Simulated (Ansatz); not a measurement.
Two isomers of BFH4O2Si: A = `OB(F)O[SiH3]`, B = `O[SiH2]B(O)F`.

Isolated molecules relaxed with PBE0-D4/def2-TZVP in Ansatz; ΔE leaves out vibrations. CCSD(T)/CBS is the MP2 limit (def2-TZVPP, def2-QZVPP) plus CCSD(T) − MP2 in def2-TZVPP, frozen cores. Functionals use def2-TZVPP. B3LYP here is the variant with VWN-RPA as its local correlation; programs differ in this. Each species was taken in one conformer, which may not be the lowest.

Task: Which is lower in electronic energy at CCSD(T)/CBS, and by how much? (Best estimate.)

Result: Computed: A, by 37.1 kcal/mol.

Task: Give E(B) − E(A) in kcal/mol with CCSD(T)/def2-TZVPP, HF/def2-TZVPP, B3LYP, MP2/def2-TZVPP, CCSD(T)/def2-SVP, B3LYP-D4, LDA (SPW92). (Estimate.)

Result: Ansatz gave: CCSD(T)/def2-TZVPP 37.7, HF/def2-TZVPP 43.6, B3LYP 37.0, MP2/def2-TZVPP 38.5, CCSD(T)/def2-SVP 42.5, B3LYP-D4 37.2, LDA (SPW92) 34.7. None reverses the order clearly.

Task: Does the order hold for the free energy at 298.15 K (harmonic terms from PBE0-D4)? (Estimate.)

Result: Computed: Yes: G(B) − G(A) = +37.1 kcal/mol, for one conformer each. Modes under 60 cm⁻¹, often nearly free rotors, make the harmonic entropy too high.

Largest T1 diagnostic: 0.013.

From PBE to PBE0 (25 % exact exchange), in def2-TZVPP and without D4, E(B) − E(A) moves by +2.6 kcal/mol. In def2-TZVPP, CCSD(T) changes the Hartree–Fock value by −5.9 kcal/mol (the triples alone add −0.8 kcal/mol) and MP2 by −5.1 kcal/mol.
